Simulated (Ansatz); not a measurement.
C$_{2}$H$_{6}$F$_{2}$Si, SMILES `CC[SiH](F)F` at its PBE0-D4/def2-TZVP geometry, where that method's forces vanish. Charge 0, multiplicity 1.

| atom | x (Å) | y (Å) | z (Å) |
| --- | --- | --- | --- |
| C1 | -0.832 | 0.893 | -0.725 |
| C2 | -0.411 | -0.512 | -0.295 |
| Si3 | 1.029 | -0.549 | 0.861 |
| F4 | 2.286 | 0.155 | 0.182 |
| F5 | 0.694 | 0.295 | 2.169 |
| H6 | -1.685 | 0.858 | -1.406 |
| H7 | -1.119 | 1.502 | 0.134 |
| H8 | -0.019 | 1.412 | -1.239 |
| H9 | -0.149 | -1.123 | -1.167 |
| H10 | -1.241 | -1.033 | 0.196 |
| H11 | 1.448 | -1.899 | 1.291 |

Problem. For each bond, give half the difference of the two atoms' forces along it (eV/Å; positive pushes the atoms apart) under PBE-D4, r2SCAN-D4, B3LYP-D4, ωB97M-V in def2-TZVPP. (An estimate is asked.)

Solution. Ansatz gave: 
```tsv
bond	length (Å)	PBE-D4	r2SCAN-D4	B3LYP-D4	ωB97M-V
C1–C2	1.529	0.01	0.17	0.23	0.22
C1–H6	1.092	0.10	-0.03	-0.08	-0.09
C1–H7	1.092	0.10	-0.04	-0.07	-0.08
C1–H8	1.092	0.10	-0.04	-0.07	-0.08
C2–Si3	1.846	-0.13	-0.06	0.01	-0.07
C2–H9	1.096	0.10	-0.03	-0.09	-0.08
C2–H10	1.096	0.10	-0.03	-0.09	-0.08
Si3–F4	1.592	0.49	0.04	0.17	0.16
Si3–F5	1.592	0.49	0.04	0.17	0.15
Si3–H11	1.478	-0.05	-0.04	-0.18	-0.21
```

B3LYP here is the variant with VWN-RPA as its local correlation; programs differ in this.
